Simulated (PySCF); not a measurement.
## Mn⁺: ionisation energy

Mn⁺ [Ar] 3d5 4s1 (7S) → Mn²⁺ [Ar] 3d5 (6S), as a difference of total energies. Calculation: PySCF 2.14, in aug-cc-pwCVTZ-DK with one added diffuse shell each of s, p, d, f, g type (11s10p8d5f4g, 152 functions); scalar relativity by spin-free X2C-1e. Correlated levels: valence: [Ar] frozen; valence and next inner shell: [Ne] frozen; nothing frozen. The calculations carry no spin-orbit coupling.

| method | ionisation energy (eV) | error (eV) |
| --- | --- | --- |
| UHF | 14.853 | -0.787 |
| LDA | 16.518 | +0.878 |
| PBE | 16.289 | +0.649 |
| PBE0 | 15.967 | +0.327 |
| r2SCAN | 16.151 | +0.511 |
| MP2 (valence) | 15.322 | -0.318 |
| SCS-MP2 (valence) | 15.009 | -0.631 |
| MP2 (valence and next inner shell) | 15.665 | +0.025 |
| SCS-MP2 (valence and next inner shell) | 15.360 | -0.280 |
| MP2 (all electrons) | 15.664 | +0.024 |
| SCS-MP2 (all electrons) | 15.360 | -0.280 |

Reference: 15.640 eV (measured; NIST Atomic Spectra Database, ionization energies).
